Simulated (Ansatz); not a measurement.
Species: sum formula H$_{10}$Si$_{3}$NO, net charge 1, singlet state. It need not be the lowest isomer of its formula. 
Geometry from a B3LYP-D3(BJ)/def2-TZVP (Ansatz, a program for electronic structure) optimisation:
SMILES: [SiH2]([NH2+][SiH3])O[SiH3]
```xyz
15

Si    -0.0436    -0.1066    -0.7338
N     -1.2519     0.3309     0.6361
Si    -3.0106    -0.2605     0.3766
O      1.3873     0.0809    -0.0685
Si     3.0651     0.1519     0.0342
H     -0.4109    -1.4956    -1.0394
H     -0.3905     0.8645    -1.7783
H     -0.8897    -0.0531     1.5129
H     -3.2455    -0.0090    -1.0520
H     -2.9474    -1.6827     0.7330
H     -3.8249     0.5652     1.2767
H      3.3640     0.5754     1.4119
H      3.5222     1.1380    -0.9601
H      3.5773    -1.1986    -0.2541
H     -1.2418     1.3452     0.7669
```
Charge +1, spin multiplicity 1.

Total electronic energies in hartree. Cores are frozen in the correlated levels unless marked. Spin-orbit coupling is left out. No relativistic terms. CBS marks a two-point X^-3 extrapolation of the correlation energy; Hartree-Fock from the larger set.

| level | program | energy (Eh) |
|---|---|---|
| HF/STO-3G | Ansatz | -990.18585 |
| HF/6-31G* | Ansatz | -1001.78171 |
| PBE-D3(BJ)/def2-TZVPD | Ansatz + dftd3 | -1003.81416 |
| B3LYP-D3(BJ)/def2-TZVPD | Ansatz + dftd3 | -1004.52617 |
| PBE0-D3(BJ)/def2-TZVPD | Ansatz + dftd3 | -1003.91662 |
| PBE0/def2-TZVP | Ansatz | -1003.90374 |
| r2SCAN0-D4/def2-TZVPD | Ansatz + dftd4 | -1004.25317 |
| r2SCAN0/def2-TZVPD | Ansatz | -1004.24970 |
| CAM-B3LYP/def2-TZVPD | Ansatz | -1004.40069 |
| B2GP-PLYP/def2-TZVPD | Ansatz | -1003.81868 |
| B2PLYP-D4/def2-TZVPD | Ansatz + dftd4 | -1003.97376 |
| RPA@PBE/cc-pV(Q+d)Z | Ansatz | -1003.46709 |
| MP2/6-31G | Ansatz | -1001.96303 |
| RI-MP2/cc-pV(Q+d)Z | Ansatz | -1002.85578 |
| CCSD(T)/CBS(cc-pV(T+d)Z,cc-pV(Q+d)Z) | Ansatz | -1002.9864 |

Totals of different functionals don't rank their quality; only differences between species are comparable.
